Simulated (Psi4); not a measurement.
Psi4 input (wB97X-D/6-311+G**):

```
memory 1500 MB

molecule {
1 1
C    -1.94067000   -0.20121400   -0.31648900
C    -0.62923600   -0.04730200    0.46914400
C     0.51162900    0.04847100   -0.49660400
O     1.82473000    0.25090000    0.33402400
H    -1.93813200   -1.10196100   -0.93088600
H    -2.12156000    0.66026300   -0.95969800
H    -2.76997800   -0.27577600    0.38432700
H    -0.66563900    0.85062300    1.08836200
H    -0.49501400   -0.91382600    1.12395200
H     0.50525300    0.94365500   -1.11189200
H     0.68600500   -0.84917200   -1.08515400
H     2.64514600    0.25645500   -0.19366800
H     1.90573600   -0.37718900    1.07615800
symmetry c1
no_reorient
no_com
}

set {
  basis 6-311+G**
  reference rks
  scf_type df
  df_basis_scf def2-universal-jkfit
  dft_radial_points 99
  dft_spherical_points 590
  e_convergence 1e-8
  d_convergence 1e-7
  maxiter 150
}

e = energy('wb97x-d')
print_out(f'\nFINAL {e:.10f} DIPOLE {variable("CURRENT DIPOLE")[0]:.6f} {variable("CURRENT DIPOLE")[1]:.6f} {variable("CURRENT DIPOLE")[2]:.6f}\n')
```

From the output:

```
      60A      0.572110    61A      0.595651    62A      0.627980
      63A      0.665798    64A      0.733243    65A      0.764938
      66A      0.809914    67A      0.836666    68A      0.846308
      69A      0.860547    70A      0.936088    71A      1.003107
      72A      1.075669    73A      1.103864    74A      1.157212
      75A      1.216826    76A      1.307391    77A      1.314680
      78A      1.360481    79A      1.374540    80A      1.398955
      81A      1.420387    82A      1.445734    83A      1.452803
      84A      1.477610    85A      1.507741    86A      1.531516
      87A      1.561458    88A      1.587906    89A      1.614044
      90A      1.635915    91A      1.672481    92A      1.714904
      93A      1.739945    94A      1.793804    95A      1.827650
      96A      1.846460    97A      1.923008    98A      1.964530
      99A      1.979928   100A      2.029819   101A      2.065687
     102A      2.097890   103A      2.195621   104A      2.221475
     105A      2.262538   106A      2.332305   107A      2.367796
     108A      2.393288   109A      2.404181   110A      2.411886
     111A      2.453119   112A      2.499780   113A      2.514905
     114A      2.520011   115A      2.563810   116A      2.575656
     117A      2.630217   118A      2.640859   119A      2.659778
     120A      2.685030   121A      2.790212   122A      2.815025
     123A      2.945118   124A      3.026027   125A      3.064595
     126A      3.240920   127A      3.478886   128A      3.619386
     129A      3.658239   130A      3.713686   131A      3.757134
     132A      3.762272   133A      3.764686   134A      4.073378
     135A      4.163246   136A      4.862621   137A      5.263091
     138A      5.421130   139A     23.723590   140A     23.831881
     141A     23.945990   142A     49.714734

    Final Occupation by Irrep:
              A
    DOCC [    17 ]
    NA   [    17 ]
    NB   [    17 ]

  @DF-RKS Final Energy:  -194.66510436047341

   => Energetics <=

    Nuclear Repulsion Energy =            137.3221775458949026
    One-Electron Energy =                -526.9326171124226903
    Two-Electron Energy =                 214.0705733262585966
    DFT Exchange-Correlation Energy =     -19.1198330959066034
    Empirical Dispersion Energy =          -0.0054050242975807
    VV10 Nonlocal Energy =                  0.0000000000000000
    Total Energy =                       -194.6651043604734070

Computation Completed

Properties will be evaluated at   0.000000,   0.000000,   0.000000 [a0]

Properties computed using the SCF density matrix

 Multipole Moments:

 ------------------------------------------------------------------------------------
     Multipole            Electronic (a.u.)      Nuclear  (a.u.)        Total (a.u.)
 ------------------------------------------------------------------------------------

 L = 1.  Multiply by 2.5417464519 to convert [e a0] to [Debye]
 Dipole X            :          2.1418759           -0.0000094            2.1418664
 Dipole Y            :         -0.2549982            0.0000038           -0.2549944
 Dipole Z            :          0.0509562           -0.0000019            0.0509543
 Magnitude           :                                                    2.1575936

 ------------------------------------------------------------------------------------

FINAL -194.6651043605 DIPOLE 2.141866 -0.254994 0.050954

*** Psi4 exiting successfully. Buy a developer a beer!
```

The dipole moment of an ion depends on the origin.

The geometry given is a B3LYP-D3(BJ)/def2-TZVP minimum.
